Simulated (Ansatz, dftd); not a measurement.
System: C₂H₂F, charge 0, doublet. C2H2F (SMILES [H]/[C]=C/F, doublet).
B3LYP-D3(BJ)/def2-TZVP minimum from Ansatz (a first-principles code):
```xyz
5

F     -0.5139     0.8957     0.4852
C     -0.2436    -0.2776    -0.1254
C      0.9630    -0.6754    -0.4015
H     -1.1515    -0.8328    -0.3501
H      1.4609    -1.5108    -0.8553
```
Charge 0, spin multiplicity 2.

Wanted: atomisation energy (electronic, to ground-state atoms), in kcal/mol. UHF or UKS for unpaired electrons; spin-orbit terms are left out. Correlated methods leave the cores frozen. Rows without X2C or -DK are non-relativistic. CBS(X,Y): correlation extrapolated as X^-3, Hartree-Fock from the larger set. A bracket is a step between two methods taken in the basis named. The functionals are non-relativistic, so their misses hold any scalar relativity. Double hybrids freeze cores in their MP2 part. 'core' is core correlation in cc-pwCVTZ, 'X2C' scalar relativity in cc-pVTZ-DK, both at CCSD(T). For partners of very few electrons the exact lower level stands in for a higher one. The UHF reference of C2H2F ([H]/[C]=C/F, doublet) is spin-contaminated (<S^2> up to 0.18 over the pure value in the sets run).

```json
[
 {"level": "PBE-D4/def2-TZVPD", "program": "Ansatz + dftd4", "atomisation energy (kcal/mol)": "472.7", "difference against the last row": "20.8"},
 {"level": "r2SCAN-D4/def2-TZVPD", "program": "Ansatz + dftd4", "atomisation energy (kcal/mol)": "457.7", "difference against the last row": "5.8"},
 {"level": "r2SCAN/def2-TZVPD", "program": "Ansatz", "atomisation energy (kcal/mol)": "457.5", "difference against the last row": "5.6"},
 {"level": "B3LYP-D3(BJ)/def2-TZVPD", "program": "Ansatz + dftd3", "atomisation energy (kcal/mol)": "453.6", "difference against the last row": "1.7"},
 {"level": "B3LYP-D4/def2-TZVPD", "program": "Ansatz + dftd4", "atomisation energy (kcal/mol)": "453.3", "difference against the last row": "1.4"},
 {"level": "B3LYP/def2-TZVPD", "program": "Ansatz", "atomisation energy (kcal/mol)": "451.5", "difference against the last row": "-0.4"},
 {"level": "B2PLYP/def2-TZVPD", "program": "Ansatz", "atomisation energy (kcal/mol)": "447.5", "difference against the last row": "-4.4"},
 {"level": "CCSDT(Q)/cc-pVDZ", "program": "Ansatz", "atomisation energy (kcal/mol)": "411.2", "difference against the last row": "-40.7"},
 {"level": "CCSD(T)/CBS(cc-pVTZ,cc-pVQZ) + [CCSDT(Q) - CCSD(T)]/cc-pVDZ + core + X2C", "program": "Ansatz", "atomisation energy (kcal/mol)": "451.9", "difference against the last row": "0.0"}
]
```
